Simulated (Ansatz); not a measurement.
Start from `CNCS[SiH3]` and change one atom or group to get `NCS[SiH3]`.

Ansatz, PBE0-D4/def2-TZVP geometries, multiplicity 1. Each molecule was computed in one conformer, which needn't be the lowest.

```
                                          property  `CNCS[SiH3]`
size of the dipole moment (ωB97M-V/def2-TZVPP) / D          1.00
             LUMO energy (ωB97M-V/def2-TZVPP) / eV          1.93
               LUMO energy (B3LYP/def2-TZVPP) / eV          0.01
             HOMO–LUMO gap (B3LYP/def2-TZVPP) / eV          6.48
    size of the dipole moment (PBE/def2-TZVPP) / D          1.29
           HOMO–LUMO gap (ωB97M-V/def2-TZVPP) / eV         10.84
```

Problem. What does the change do to each property? (An estimate is asked.)

Solution. Computed: 
```csv
property,`NCS[SiH3]`,shift
size of the dipole moment (ωB97M-V/def2-TZVPP) / D,2.44,1.44
LUMO energy (ωB97M-V/def2-TZVPP) / eV,1.88,-0.05
LUMO energy (B3LYP/def2-TZVPP) / eV,-0.03,-0.04
HOMO–LUMO gap (B3LYP/def2-TZVPP) / eV,6.59,0.11
size of the dipole moment (PBE/def2-TZVPP) / D,2.42,1.13
HOMO–LUMO gap (ωB97M-V/def2-TZVPP) / eV,10.94,0.10
```

Dipoles are sizes alone; their direction can turn.

B3LYP here is the variant with VWN-RPA as its local correlation; programs differ in this.
